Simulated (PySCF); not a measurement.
# Correlation energy of As⁺ (arsenic, charge +1)

[Ar] 3d10 4s2 4p2, high-spin 3P determinant. Calculation: PySCF 2.14, in def2-SVP; the non-relativistic Hamiltonian (point nucleus). Frozen: [Ar] 3d10; 4 electrons correlated.

MP2 pair energies summed by pair of shells (mhartree):

```csv
pair,energy,share (%)
4s-4p,-26.38,59.8
4s-4s,-13.29,30.1
4p-4p,-4.44,10.1
```

Total MP2 correlation energy: -44.11 mhartree.

Same-spin part -7.18 and opposite-spin part -36.93 mhartree; SCS-MP2 scales them by 1/3 and 6/5 to -46.71 mhartree.

```json
{"level": "CCSD", "correlation energy (mhartree)": "-61.02"}
{"level": "(T)", "correlation energy (mhartree)": "-0.78"}
{"level": "CCSD(T)", "correlation energy (mhartree)": "-61.80"}
```

Diagnostics: T1 = 0.0070, D1 = 0.0193, largest double amplitude 0.100.

Cost of the coupled-cluster step: 0.11 s of wall time on 1 thread of Neoverse-V2 (shared host), for 4 correlated electrons.

Iterations:

```
CC2 = 0
CCSD nocc = (np.int64(3), np.int64(1)), nmo = (18, 18)
frozen orbitals [[0, 1, 2, 3, 4, 5, 6, 7, 8, 9, 10, 11, 12, 13], [0, 1, 2, 3, 4, 5, 6, 7, 8, 9, 10, 11, 12, 13]]
max_cycle = 100
direct = 0
conv_tol = 1e-08
conv_tol_normt = 1e-06
diis_space = 8
diis_start_cycle = 0
Init t2, MP2 energy = -0.0441100566029549
Init E_corr(UCCSD) = -0.0441100566052851
cycle = 1  E_corr(UCCSD) = -0.0558259091720538  dE = -0.0117158526  norm(t1,t2) = 0.046744
cycle = 2  E_corr(UCCSD) = -0.059180537180899  dE = -0.00335462801  norm(t1,t2) = 0.0171259
cycle = 3  E_corr(UCCSD) = -0.0610278990132983  dE = -0.00184736183  norm(t1,t2) = 0.00742298
cycle = 4  E_corr(UCCSD) = -0.0610127582468665  dE = 1.51407664e-05  norm(t1,t2) = 0.00120912
cycle = 5  E_corr(UCCSD) = -0.0610235246937382  dE = -1.07664469e-05  norm(t1,t2) = 0.000163398
cycle = 6  E_corr(UCCSD) = -0.0610200674850042  dE = 3.45720873e-06  norm(t1,t2) = 2.09895e-05
cycle = 7  E_corr(UCCSD) = -0.0610213324903708  dE = -1.26500537e-06  norm(t1,t2) = 3.81481e-06
cycle = 8  E_corr(UCCSD) = -0.0610210110670204  dE = 3.2142335e-07  norm(t1,t2) = 1.03499e-06
cycle = 9  E_corr(UCCSD) = -0.0610210402332891  dE = -2.91662687e-08  norm(t1,t2) = 1.39059e-07
cycle = 10  E_corr(UCCSD) = -0.0610210390798568  dE = 1.15343238e-09  norm(t1,t2) = 2.18303e-08
UCCSD converged
E(UCCSD) = -2233.630181429982  E_corr = -0.06102103907985677
UCCSD(T) correction = -0.000776383672481735
```
